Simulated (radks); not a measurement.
Question: Species: the mercury ion Hg60+. Configuration: [Ar] 3d1 7s1 (not the ground configuration). All-electron calculation, scalar-relativistic Kohn-Sham, r2SCAN, spin-polarised, spherical densities, finite nucleus; open shells are filled with parallel spins first (spin-orbit coupling, left out, can overturn this in heavy ions); meta-GGA in the generalised Kohn-Sham scheme; Fermi nuclear charge, rms radius 5.4648 fm. Program: a radial shooting solver on a logarithmic mesh with Libxc functionals. Some entries of the table are withheld. Estimate them.

| orbital | occ. | eigenvalue (hartree) | <r^2> (bohr^2) | r(max) (bohr) |
|---|---|---|---|---|
| 1s up | 1 | -3228.240 | 0.0003809 | 0.01022 |
| 1s down | 1 | -3228.229 | 0.0003809 | 0.01022 |
| 2s up | 1 | -708.1000 | 0.005699 | 0.05893 |
| 2s down | 1 | -707.7695 | 0.005695 | 0.05892 |
| 2p up | 3 | (1) | 0.004794 | 0.04884 |
| 2p down | 3 | (2) | 0.004789 | 0.04883 |
| 3s up | 1 | -273.8615 | 0.03303 | 0.1606 |
| 3s down | 1 | -273.4908 | 0.03308 | 0.1607 |
| 3p up | 3 | -252.0482 | 0.03300 | 0.1587 |
| 3p down | 3 | -251.6679 | 0.03305 | 0.1588 |
| 3d up | 1 | -233.0527 | 0.02600 | 0.1269 |
| 3d down | 0 | -232.5549 | 0.02605 | 0.1270 |
| 7s up | 1 | (3) | 1.296 | 1.194 |

Answer: 
(1) 2p up eigenvalue (hartree): -634.1324
(2) 2p down eigenvalue (hartree): -633.8655
(3) 7s up eigenvalue (hartree): -42.22580
